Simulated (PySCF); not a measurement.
## Sulfur: highly charged ions in a basis for the neutral atom

S(12+) [He] 2s2, S(13+) [He] 2s1. All numbers are calculated (PySCF 2.14, no relativity, point nucleus, in pcseg-2 (5s4p2d1f, 34 functions)). No spin-orbit coupling, so a gap to NIST mixes the basis error with missing relativistic terms.

Changed run: basis of the neutral atom used for a highly charged ion. This setting is unsound on purpose.

```json
{"species": "S(12+)", "method": "UHF", "sound run (hartree)": "not run", "changed run (hartree)": "-295.37270", "converged": "yes"}
{"species": "S(12+)", "method": "M06-2X", "sound run (hartree)": "not run", "changed run (hartree)": "-295.55186", "converged": "yes"}
{"species": "S(12+)", "method": "B3LYP", "sound run (hartree)": "not run", "changed run (hartree)": "-295.42327", "converged": "yes"}
{"species": "S(13+)", "method": "UHF", "sound run (hartree)": "not run", "changed run (hartree)": "-271.78048", "converged": "yes"}
{"species": "S(13+)", "method": "M06-2X", "sound run (hartree)": "not run", "changed run (hartree)": "-271.85229", "converged": "yes"}
{"species": "S(13+)", "method": "B3LYP", "sound run (hartree)": "not run", "changed run (hartree)": "-271.75767", "converged": "yes"}
```

Ionisation energy of S(12+):

```tsv
method	changed run (eV)	NIST (eV)
UHF	641.98	651.96 ± 0.12
M06-2X	644.90	651.96 ± 0.12
B3LYP	643.97	651.96 ± 0.12
```

The contracted functions were made for the neutral atom and can be too rigid for a highly charged ion.
